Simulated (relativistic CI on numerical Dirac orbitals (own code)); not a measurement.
## Hyperfine structure of As XIX, mass number 75

Method of calculation: Dirac-Coulomb-Breit CI, orbitals from a KLI potential per configuration, model QED (radiative potential, 1s self-energy scaled to tabulated hydrogen-like ionisation energies), unscaled Slater integrals (own radial code, finite nucleus).

Configurations in the expansion (outside the closed core [Ne]): 3s2 3p3, 3s 3p4, 3s2 3p2 3d, 3p5, 3s 3p3 3d, 3p4 3d, 3s 3p2 3d2, 3s2 3p 3d 4p, 3s2 3p2 4s, 3p4 4s, 3p4 4p, 3s 3p2 3d 4s, 3s2 3p2 4p, 3s2 3p 3d2, 3s2 3d3, 3s 3p 3d3, 3s2 3d2 4s, 3s2 3d2 4p, 3p3 3d2, 3p2 3d3, 3p2 3d2 4s, 3p2 3d2 4p, 3s2 3p 3d 4s, 3s 3p 3d2 4s, 3s2 3d 4s2, 3s2 3d 4s 4p. Double excitations out of closed p, d and f shells are left out; levels of such configurations are missing from the list, as are those of other unlisted configurations, and high levels can miss mixing partners.

Nuclear spin I = 3/2, μ = 1.4383 μN, Q = 0.311 b (tables of Stone and Pyykkö). The electronic factors are computed for point nuclear moments, without core polarisation or the Bohr-Weisskopf and QED corrections.

```json
{"Level": "3s2 3p3 2D°_3/2", "E (cm⁻¹)": "62937", "A (MHz)": "8362", "B (MHz)": "6090"}
{"Level": "3s2 3p3 2D°_5/2", "E (cm⁻¹)": "83547", "A (MHz)": "20820", "B (MHz)": "-30.1"}
{"Level": "3s2 3p3 2P°_1/2", "E (cm⁻¹)": "124522", "A (MHz)": "59020", "B (MHz)": ""}
{"Level": "3s2 3p3 2P°_3/2", "E (cm⁻¹)": "160777", "A (MHz)": "11880", "B (MHz)": "-7240"}
{"Level": "3s 3p4 4P_5/2", "E (cm⁻¹)": "431167", "A (MHz)": "44420", "B (MHz)": "5130"}
{"Level": "3s 3p4 4P_3/2", "E (cm⁻¹)": "465133", "A (MHz)": "34220", "B (MHz)": "-4780"}
{"Level": "3s 3p4 4P_1/2", "E (cm⁻¹)": "475551", "A (MHz)": "97640", "B (MHz)": ""}
{"Level": "3s 3p4 2D_3/2", "E (cm⁻¹)": "539234", "A (MHz)": "-6691", "B (MHz)": "-7530"}
```

Levels with J = 0, under 50 % of one LS term, or S terms without an open s electron are left out. Small factors come from cancelling terms and can be off by tens of per cent or more.

At this charge energies of transitions that change n are usually good to better than 1 %, and those within a shell (Δn = 0) to a few per cent.

Problem. Give the hyperfine levels of 3s2 3p3 2D°_5/2 relative to its centre of gravity.

Solution. With K = F(F + 1) − I(I + 1) − J(J + 1), E = AK/2 + B[¾K(K + 1) − I(I + 1)J(J + 1)]/[2I(2I − 1)J(2J − 1)]: F = 1: -109300, F = 2: -67650, F = 3: -5188, F = 4: 78060 MHz.

LS names give the leading component of a level, which can be under half, so a name can repeat, a term be missing and a line seem to break the LS rules.
